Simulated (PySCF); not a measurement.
First SCF of a structure search on singlet Al₂Cl₆, at a hand-made doubly bridged geometry. PySCF input:

```python
from pyscf import gto, scf, dft
mol = gto.M(atom='''
Al     1.626600     0.000000     0.000000
Al    -1.626600     0.000000     0.000000
Cl     0.000000     1.744300     0.000000
Cl     0.000000    -1.744300     0.000000
Cl     2.751600     0.000000     1.935000
Cl     2.751600     0.000000    -1.935000
Cl    -2.751600     0.000000     1.935000
Cl    -2.751600     0.000000    -1.935000''',
    basis={'Al': 'def2-TZVP', 'Cl': 'def2-TZVP'},
    charge=0, spin=0)
mf = dft.RKS(mol, xc='B3LYP')
mf.grids.atom_grid = (50, 194)
aux = {'Al': 'def2-universal-JKFIT', 'Cl': 'def2-universal-JKFIT'}
mf = mf.density_fit(auxbasis=aux)
mf.conv_tol = 1e-08
mf.diis_space = 10
mf.max_cycle = 60
mf.init_guess = 'minao'
mf.verbose = 4
mf.kernel()
```

Excerpt of the output (cycles and frontier levels):

```
init E= -3246.89839291631
  HOMO = -0.366640194121667  LUMO = -0.106572995496824  gap/eV = 7.07679
cycle= 1 E= -3246.58796593377  delta_E= 0.31  |g|= 0.657  |ddm|=  2.7
  HOMO = -0.299117825845831  LUMO = -0.136391581229382  gap/eV = 4.42801
cycle= 2 E= -3246.37247862516  delta_E= 0.215  |g|= 1.14  |ddm|= 1.71
  HOMO = -0.328083828217065  LUMO = -0.0903907613319858  gap/eV = 6.46796
cycle= 3 E= -3246.71884567197  delta_E= -0.346  |g|= 0.087  |ddm|= 1.06
  HOMO = -0.335333864567983  LUMO = -0.099456783355686  gap/eV = 6.41854
cycle= 4 E= -3246.72012626608  delta_E= -0.00128  |g|= 0.0368  |ddm|= 0.0931
  HOMO = -0.334073770895223  LUMO = -0.0955056616854805  gap/eV = 6.49177
cycle= 5 E= -3246.72046340741  delta_E= -0.000337  |g|= 0.00301  |ddm|= 0.0327
  HOMO = -0.334082861914009  LUMO = -0.0954416693593021  gap/eV = 6.49376
cycle= 6 E= -3246.72046424475  delta_E= -8.37e-07  |g|= 0.00136  |ddm|= 0.00299
  HOMO = -0.334141341380757  LUMO = -0.0954585481123027  gap/eV = 6.49489
cycle= 7 E= -3246.72046465664  delta_E= -4.12e-07  |g|= 0.000376  |ddm|= 0.00123
  HOMO = -0.334114171954473  LUMO = -0.0954544577032545  gap/eV = 6.49426
cycle= 8 E= -3246.72046468965  delta_E= -3.3e-08  |g|= 5.76e-05  |ddm|= 0.000331
  HOMO = -0.334116269337434  LUMO = -0.0954602419912431  gap/eV = 6.49416
cycle= 9 E= -3246.72046469043  delta_E= -7.81e-10  |g|= 1.51e-05  |ddm|= 4.66e-05
  HOMO = -0.334116142588942  LUMO = -0.0954610086876564  gap/eV = 6.49414
Extra cycle  E= -3246.72046469043  delta_E= 8.19e-12  |g|= 1.63e-05  |ddm|= 2.24e-05
converged SCF energy = -3246.72046469043
```

No lower solution of this spin was found by a stability analysis within the restricted form, which does not test spin polarisation.

The search for the lowest solution, with the stability check, took 51 s on 4 threads of a shared Intel Xeon 6975P-C (Granite Rapids) host, with 296 basis functions; the process peaked at 1.4 GiB. Launch command: `OMP_NUM_THREADS=4 python axn.py task.json out`.
